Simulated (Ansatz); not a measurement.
`C=CC(=C)[TeH]` + `CC[SiH2][SiH3]` → `[SiH3][SiH2]C[TeH]` + `C=CC(=C)C`  (formal exchange of groups at a Te–C bond)

Isolated molecules relaxed with PBE0-D4/def2-TZVP in Ansatz; ΔE leaves out vibrations. CCSD(T)/CBS is the MP2 limit (def2-TZVPP, def2-QZVPP) plus CCSD(T) − MP2 in def2-TZVPP, frozen cores. Functionals use def2-TZVPP. Elements past krypton have def2 core potentials. For Te outer-core shells are correlated without core-valence functions, which leaves a few kJ/mol of doubt a bond. One conformer a species, not always the lowest.

`C=CC(=C)[TeH]`:

Cartesian coordinates in Å:
```
C 0.244 -1.617 0.812
C -0.479 -0.544 0.505
C -0.116 0.530 -0.407
C -0.975 1.503 -0.718
Te 1.764 0.537 -1.380
H 1.215 -1.798 0.364
H -0.128 -2.354 1.512
H -1.455 -0.415 0.972
H -1.984 1.489 -0.312
H -0.716 2.326 -1.371
H 2.631 0.345 0.023
```

`CC[SiH2][SiH3]`:

Z-matrix (Å, degrees):
```
C
C 1 1.525
H 1 1.093 2 111.4
H 1 1.093 2 111.6 3 -119.8
H 1 1.093 2 111.5 3 120.1
Si 2 1.883 1 113.7 3 58.5
H 2 1.095 1 110.5 3 -179.7
H 2 1.095 1 110.4 3 -62.6
Si 6 2.342 2 111.8 1 59.9
H 6 1.492 2 109.8 1 -60.7
H 6 1.491 2 110.3 1 -179.1
H 9 1.490 6 110.4 2 57.9
H 9 1.489 6 111.2 2 -61.8
H 9 1.488 6 110.8 2 177.9
```

`[SiH3][SiH2]C[TeH]`:

```xyz
12

Si   -1.087    0.893   -1.289
Si    0.561    0.746    0.369
C     1.185   -1.019    0.500
Te   -0.449   -2.365    0.868
H    -0.750   -0.036   -2.403
H    -1.125    2.280   -1.833
H    -2.437    0.559   -0.770
H     0.006    1.160    1.688
H     1.696    1.663    0.049
H     1.944   -1.158    1.269
H     1.596   -1.343   -0.458
H    -1.141   -1.380    2.010
```

`C=CC(=C)C`:

Z-matrix (Å, degrees):
```
C
C 1 1.496
H 1 1.094 2 111.0
H 1 1.090 2 111.0 3 -120.6
H 1 1.094 2 111.0 3 118.9
C 2 1.459 1 118.6 3 -59.4
C 2 1.336 1 121.8 3 120.6
C 6 1.332 2 125.6 1 -0.0
H 6 1.087 2 115.4 1 -180.0
H 7 1.084 2 121.7 1 0.0
H 7 1.084 2 121.2 1 -180.0
H 8 1.083 6 121.1 2 -180.0
H 8 1.084 6 122.1 2 0.0
```

**Question.** Is it downhill or uphill in electronic energy at CCSD(T)/CBS, and by how much? (Estimate.)

**Answer.** Ansatz gave: Downhill: ΔE = -0.27 eV.

**Question.** What do these levels give: PBE-D4, PBE0-D4, B2PLYP, HF/CBS(def2), MP2/CBS(def2), CCSD/CBS(def2)? (Estimate.)

**Answer.** Ansatz gave: PBE-D4 -0.23, PBE0-D4 -0.26, B2PLYP -0.23, HF/CBS(def2) -0.29, MP2/CBS(def2) -0.26, CCSD/CBS(def2) -0.28 eV.

Largest T1 diagnostic among the species: 0.012.

In def2-TZVPP, CCSD(T) changes the Hartree–Fock value by +0.04 eV (the triples alone add +0.01 eV) and MP2 by +0.05 eV. From PBE to PBE0 (25 % exact exchange), in def2-TZVPP and without D4, ΔE moves by −0.03 eV.
